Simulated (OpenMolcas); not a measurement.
## What dynamic correlation does to the levels of N

```yaml
Program: OpenMolcas 26.06
Basis: ANO-RCC-VDZP [3s2p1d]
Scalar_Hamiltonian: DKH2, point nucleus
Active_space: 5 electrons in 4 orbitals (2s 2p)
State_averaging: 2S+1 = 4 odd, 1 root; 2S+1 = 2 odd, 8 roots
Spin-orbit_coupling: RASSI with atomic mean-field integrals over the reference wave functions, term energies averaged over their components
```

Methods on the same reference wave functions:
A. CASSCF
B. SS-CASPT2, IPEA 0.25 Eh, imaginary shift 0.1 Eh (closed shells correlated: 1s)

Energies in cm-1 above 2s2 2p3 4S* 3/2, the measured ground level; measured values from NIST Handbook of Basic Atomic Spectroscopic Data.

```csv
Level,A,B,Measured
2s2 2p3 4S* 3/2,0.0,0.0,0.0
2s2 2p3 2D* 3/2,23085,21410,19233
2s2 2p3 2D* 5/2,23086,21420,19224
2s2 2p3 2P* 3/2,30466,30770,28839
2s2 2p3 2P* 1/2,30468,30770,28839
```

Deviations, from unrounded energies. A percentage is the sum of absolute deviations over the sum of measured energies, with the sign that they share, or ± where signs differ.

```csv
Against measurement,Levels,A,B
mean absolute deviation (cm-1),4,2700,2100
other terms of the ground configuration (%),4,+11.4,+8.6
```

B lies closest to measurement on these levels. The largest miss of B in the table is 2s2 2p3 2D* 5/2, by +2200 cm-1. The ranking rests on the paired levels alone, and a cruder setting can come out closer through cancelling errors.

From A to B the spin-free energies of the other terms of 2s2 2p3 shown, above 4S*, scale by factors of 0.93 to 1.01.

The lowest spin-free term lies below A's lowest term by 0.086 hartree in B.

Term energies are means over components that CASPT2 splits; among the terms shown or strongly mixed into the levels shown the widest spread is 190 cm-1 (2s2 2p3 2D*, B). Without dynamic correlation excited terms often stand tens of per cent too high (terms of higher spin than the ground term too low), and those without a measured partner can miss by more than the paired ones (holds for A). Measured partners are found by configuration, term and J. A level has none where our copy of the source lacks it or the pairing is in doubt (some pairs that miss far off the trend of their configuration count as doubtful), and it then counts in no deviation. Levels of configurations outside the active space are missing.

* marks odd parity.
